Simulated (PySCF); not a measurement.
F⁺ (fluorine, charge +1) across methods

[He] 2s2 2p4, high-spin 3P determinant. Calculation: PySCF 2.14, in x2c-QZVPPall with one added diffuse shell each of s, p, d, f type (8s5p4d3f1g, 73 functions); the spin-free X2C one-electron Hamiltonian (Gaussian nucleus).

```
 method  E (hartree)  mean ε 2s β (eV)  mean ε 2p α (eV)  mean ε 2p β (eV)  Σ⟨r²⟩ (bohr²)   ⟨S²⟩
  M06-L     -99.2111           -44.896           -30.693           -27.005          7.071  2.005
    PBE     -99.1164           -44.549           -29.874           -26.444          7.236  2.002
  HSE06     -99.1391           -46.920           -32.335           -28.653          7.176  2.002
    LDA     -98.5414           -44.590           -30.013           -26.174          7.271  2.002
 r2SCAN     -99.1774           -45.002           -30.842           -27.042          7.151  2.003
    UHF    -98.92851           -54.354           -40.715           -35.655          7.083  2.005
   PBE0     -99.1296           -47.371           -32.771           -29.027          7.175  2.002
r2SCANh     -99.1769           -46.046           -31.893           -28.005          7.140  2.003
```

Estimate the same row for r2SCAN0.

E (hartree) = -99.1763; mean ε 2s β (eV) = -47.615; mean ε 2p α (eV) = -33.472; mean ε 2p β (eV) = -29.451; Σ⟨r²⟩ (bohr²) = 7.123; ⟨S²⟩ = 2.004.
